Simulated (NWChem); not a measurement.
Molecule: CHBrCl2; SMILES ClC(Cl)Br

This build's default masses of Se (78.918 u) and Br (79.917 u) are each other's, which moves their modes by up to 0.6 %.

Q: Give the equilibrium geometry at PBE0/def2-SVP (NWChem) as an XYZ file, with the point group.

A: point group Cs; any orientation.
```
5

Cl    -0.0788     1.3121    -1.4569
C      0.4793     0.4958     0.0000
Cl    -0.0788     1.3121     1.4569
Br    -0.0340    -1.3732     0.0000
H      1.5735     0.5123     0.0000
```
